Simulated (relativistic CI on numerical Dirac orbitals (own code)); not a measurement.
Computed by Dirac-Coulomb-Breit CI, orbitals from a KLI potential per configuration, model QED (radiative potential, 1s self-energy scaled to tabulated hydrogen-like ionisation energies), valence Slater integrals scaled by 0.9, P86 correlation estimate, and configurations built on the next ion tied to the tabulated ionisation energy (semi-empirical) (own radial code, finite nucleus).

CI space (outside the closed core [Ar]): 3d10 4s, 3d10 4p, 3d10 4d, 3d10 5s, 3d10 4f, 3d10 5p, 3d9 4s2, 3d10 5d, 3d10 6s, 3d9 4p2, 3d8 4s 4p2, 3d10 6p, 3d10 5f, 3d10 5g, 3d10 6d, 3d9 4s 4p, 3d10 6f, 3d9 4p 4d, 3d8 4s 4d2, 3d9 4p 5s, 3d9 4s 4d, 3d9 4p 4f, 3d9 4d2, 3d8 4s2 4p. Levels of other configurations are missing.

Configurations that consist of the next ion and one excited electron were tied to the tabulated ionisation energy; Rydberg ones are usually within 1,000 to 3,000 cm⁻¹ and the lowest ones within about 6,000 (9,000 in d shells), while levels on excited terms of the next ion carry the error of that term, and the other configurations can be misplaced by 10,000 cm⁻¹ or more. Rates follow the energies as ν³ (E1, M1) or ν⁵ (E2), so rates, branching and lifetimes can be off by large factors. 28 of the 69 excited levels that our extract of the measured tables holds in this range could be paired (the sources list more); they are missed by 2252 cm⁻¹ on average and 7706 at most, and levels without a partner can miss by more.

Outline of the computed level scheme of Kr VIII. Lowest level of each configuration: 3d10 4s 2S_1/2 at 0.0000 eV; 3d10 4p 2P°_1/2 at 18.7714 eV; 3d10 4d 2D_3/2 at 46.9992 eV; 3d10 5s 2S_1/2 at 61.0663 eV; 3d10 5p 2P°_1/2 at 68.0945 eV; 3d10 4f 2F°_7/2 at 70.1778 eV; 3d10 5d 2D_3/2 at 79.7771 eV; 3d9 4s2 2D_5/2 at 81.7949 eV; 3d10 6s 2S_1/2 at 86.0153 eV.

Some strong electric-dipole decays among the lowest 15 levels: 3d10 4d 2D_5/2 → 3d10 4p 2P°_3/2 (2.0e+10 s⁻¹); 3d10 5s 2S_1/2 → 3d10 4p 2P°_3/2 (1.9e+10 s⁻¹); 3d10 4f 2F°_7/2 → 3d10 4d 2D_5/2 (1.8e+10 s⁻¹); 3d10 4d 2D_3/2 → 3d10 4p 2P°_1/2 (1.8e+10 s⁻¹); 3d10 4f 2F°_5/2 → 3d10 4d 2D_3/2 (1.7e+10 s⁻¹); 3d10 5s 2S_1/2 → 3d10 4p 2P°_1/2 (9.4e+09 s⁻¹); 3d10 6s 2S_1/2 → 3d10 4p 2P°_3/2 (9.3e+09 s⁻¹); 3d10 5p 2P°_1/2 → 3d10 4d 2D_3/2 (6.7e+09 s⁻¹).

LS names give the leading component of a level, which can be under half, so a name can repeat, a term be missing and a line seem to break the LS rules.
